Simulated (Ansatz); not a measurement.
## A ladder of methods for GeF2 (SMILES [F][Ge][F])

GeF2 has 3 atoms, charge 0, and is taken as a singlet. As SMILES, `[F][Ge][F]`. The coordinates come from a PBE0-D4/def2-TZVP relaxation.

```xyz
3

F    -0.6759   -1.1018   -0.4975
Ge    0.6375   -0.2952    0.3202
F     0.0276    1.3321    0.1641
```

Each level gives the energy change with the F1–Ge2 bond stretched from 1.745 to 4.362 Å (eV). The values are calculated.

| level | kind | program | value (eV) | less FCI/STO-3G | CPU time (all runs) |
| --- | --- | --- | --- | --- | --- |
| HF/STO-3G (restricted) | Hartree–Fock | Ansatz | 10.15 | +6.05 | 0.45 s |
| BLYP/STO-3G (restricted) | GGA | Ansatz | 6.67 | +2.57 | 9.7 s |
| r2SCAN/STO-3G (restricted) | meta-GGA | Ansatz | 7.04 | +2.94 | 62 s |
| BHLYP/STO-3G (restricted) | global hybrid | Ansatz | 8.67 | +4.57 | 3.6 s |
| HSE06/STO-3G (restricted) | range-separated hybrid | Ansatz | 7.74 | +3.64 | 8.4 s |
| wB97X/STO-3G (restricted) | range-separated hybrid | Ansatz | 8.81 | +4.71 | 22 s |
| B2PLYP/STO-3G (restricted) | double hybrid | Ansatz | 4.93 | +0.83 | 5.6 s |
| CCSDT(Q)/STO-3G (restricted) | coupled cluster or CI | Ansatz | 4.09 | -0.01 | 5.5 s |
| CCSDT/STO-3G (restricted) | coupled cluster or CI | Ansatz | 4.13 | +0.03 | 3.7 s |
| FCI/STO-3G | exact in the basis | Ansatz | 4.10 | 0.00 | 5.5 s |

FCI/STO-3G is exact within its basis and frozen core, so for wave-function methods in that basis the difference is their error; functionals converge differently with the basis, so for them it is only a difference. A spin-restricted reference rises too steeply as a bond breaks; here HF/STO-3G, BLYP/STO-3G, r2SCAN/STO-3G, BHLYP/STO-3G, HSE06/STO-3G, wB97X/STO-3G, B2PLYP/STO-3G lie well above the multireference or unrestricted value. All-electron rows without a relativistic Hamiltonian named are non-relativistic. The first shape isn't each level's own minimum. The values span 4.09 to 10.15 eV. All rows use very small basis sets, so none should be taken for the real molecule's value. In the correlated wave-function rows the outer d shell of Ge is correlated, in sets not made for it. CPU times are rough (shared hosts, several kinds of processor and program).
